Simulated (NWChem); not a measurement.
System: TiHOCl3; SMILES [OH][Ti]([Cl])([Cl])[Cl]

Here is an NWChem input.

```
start job
memory heap 200 mb stack 900 mb global 1100 mb
geometry units angstroms
  Ti    -0.336621     0.179666     0.014575
  Cl     1.290571     1.387647    -0.630092
  Cl     0.330437    -0.615266     1.870939
  Cl    -0.276406    -1.490658    -1.299882
  O     -1.805751     0.964219     0.079452
  H     -2.651319     1.415763     0.117619
end
basis spherical
  * library 6-31g*
end
dft
  xc b3lyp
  iterations 150
end
driver
  maxiter 120
end
task dft optimize
```

Not confirmed as a minimum by frequencies.

The level has its own optimisation.

**Question.** What results follow from this input? (B3LYP/6-31G* (spherical d).) Quantities: r Cl–Ti (Å); r O–Ti (Å); r H–O (Å); dipole (D).

**Answer.** 
```json
{
  "r Cl–Ti (Å)": "2.200",
  "r O–Ti (Å)": "1.724",
  "r H–O (Å)": "0.965",
  "dipole (D)": "3.52"
}
```
